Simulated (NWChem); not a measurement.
CH₄Te; SMILES [TeH]C

All runs: NWChem. Structure relaxed at the PBE-D3(BJ)/def2-SVP level. def2 effective core potentials on Te; no spin-orbit coupling. Ions are spin-unrestricted doublets at the neutral geometry; other ion states weren't tried. Functional: LC-ωPBE (HJS hole) with def2-SVP; rows give the range parameter ω in 1/bohr.

Task: At which range parameter does −ε(HOMO) equal the ΔSCF ionisation energy (optimal tuning)?

Result: about 0.35 per bohr, by linear interpolation in these runs:
```tsv
range parameter (1/bohr)	vertical ionisation energy, ΔSCF (eV)	−ε(HOMO) (eV)	ΔSCF minus −ε(HOMO) (eV)
0.10	8.26	6.35	1.91
0.25	8.33	7.84	0.49
0.30	8.35	8.15	0.20
0.35	8.38	8.40	-0.02
0.80	8.47	9.20	-0.73
```
